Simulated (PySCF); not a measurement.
These are PySCF with PBE-D3(BJ)/def2-TZVP // B3LYP-D3(BJ)/def2-TZVP values and carry that method's errors. Gas-phase values, no solvent. Excitations are Tamm–Dancoff values on a coarser integration grid. The basis has no diffuse functions, so Rydberg states are missing or too high.

Reference species (SMILES): `F[SiH](F)F` (neutral, multiplicity 1).

- dipole moment = 1.23 D
- HOMO–LUMO gap = 9.69 eV
- T1 excitation (TDA) = 9.20 eV

Changed species: `F[SiH3]` (1 of 4 H replaced by F; the reference has 3 of 4 H replaced by F).

**Question.** Predict the effect on the dipole moment, HOMO–LUMO gap and T1 excitation (TDA).

**Answer.** the dipole moment stays essentially unchanged; the HOMO–LUMO gap falls by 2.40 eV, to 7.29 eV; the T1 excitation (TDA) decreases by 2.25 eV, to 6.95 eV.
